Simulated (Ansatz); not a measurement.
Ansatz (a quantum-chemistry and plane-wave program) input file for H8N2OSi2, SMILES N[SiH2][Si@@H](N)O, PBE0/def2-TZVPD. The structure is a stationary point at PBE-D3(BJ)/def2-SVP. The structure was generated by enumeration; whether it is a known compound was not checked. Other conformers were not sampled.

Ansatz 0.2 input:
```yaml
crystal:
  periodic: [false, false, false]
  atoms:
    - {symbol: N, position_ang: [2.19636851, 1.06447734, 0.53795578]}
    - {symbol: Si, position_ang: [1.23879199, 0.26149543, -0.70751447]}
    - {symbol: Si, position_ang: [-0.72958265, -0.56897245, 0.26278113]}
    - {symbol: N, position_ang: [-1.41010065, 0.81796385, 1.08869586]}
    - {symbol: O, position_ang: [-1.67722771, -1.29712500, -0.93968199]}
    - {symbol: H, position_ang: [2.86131148, 0.46077640, 1.03132959]}
    - {symbol: H, position_ang: [1.63408284, 1.56311122, 1.23750415]}
    - {symbol: H, position_ang: [2.10819480, -0.80308879, -1.32216445]}
    - {symbol: H, position_ang: [0.86886449, 1.25041546, -1.78789155]}
    - {symbol: H, position_ang: [-0.47828869, -1.54502584, 1.39084168]}
    - {symbol: H, position_ang: [-1.68655769, 1.63775834, 0.54072038]}
    - {symbol: H, position_ang: [-2.04693338, 0.69032039, 1.87983588]}
    - {symbol: H, position_ang: [-2.47565780, -1.74967707, -0.61301454]}
basis:
  gaussian:
    orbitals: def2-TZVPD
hamiltonian:
  xc: {name: PBE0}
```

Log of the run:

```
WARN ansatz: RAYON_NUM_THREADS=2 ignored (pool sized by the plan → 2); use --threads N
Functional definition: PBE0
integrals: 0.26 GiB planned
1542 factors; their error is unknown
mean field: 2.10 GiB planned
mean field evaluation 1: about -20891.2461 eV, gradient 9.1e1 eV
mean field evaluation 2: about -20867.3706 eV, gradient 1.4e2 eV
mean field evaluation 4: about -20905.7665 eV, gradient 4.5e0 eV
mean field evaluation 8: about -20905.8057 eV, gradient 3.2e-1 eV
mean field evaluation 16: about -20905.8200 eV, gradient 2.5e-4 eV
mean field -20905.82003997 eV, -768.2747159952 hartree, gradient 4.6e-5 eV, S^2 0.000000; 0 other end points of the search recorded, 0 dependent functions left out
reference -20905.82008797 eV, -768.2747177591 hartree; 29, 29 occupied and 243, 243 virtual orbitals, 1542 factors
Total energy: -20905.82008797 eV, -768.2747177591 hartree
```

The run converged.
